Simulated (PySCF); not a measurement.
Level of theory: PySCF with PBE-D3(BJ)/def2-TZVP // r2SCAN-D4/def2-SVP. Isolated molecules, 0 K electronic values unless said otherwise. One relaxed conformer stands for a flexible species; it need not be the lowest. 

Reference species: [Hf(F)4] (neutral, multiplicity 1).

```
Item                     Value
-------------------  ---------
coordination number          4
HOMO                 -10.10 eV
HOMO–LUMO gap          8.45 eV
```

Changed species: [Hf(NH2)4] (4 of 4 F replaced by NH2; the reference has 0 of 4 F replaced by NH2).

Problem. What does the change do to the coordination number, HOMO and HOMO–LUMO gap?

Solution. the coordination number stays essentially unchanged; the HOMO goes up by 4.82 eV, to -5.28 eV; the HOMO–LUMO gap decreases by 3.72 eV, to 4.73 eV.
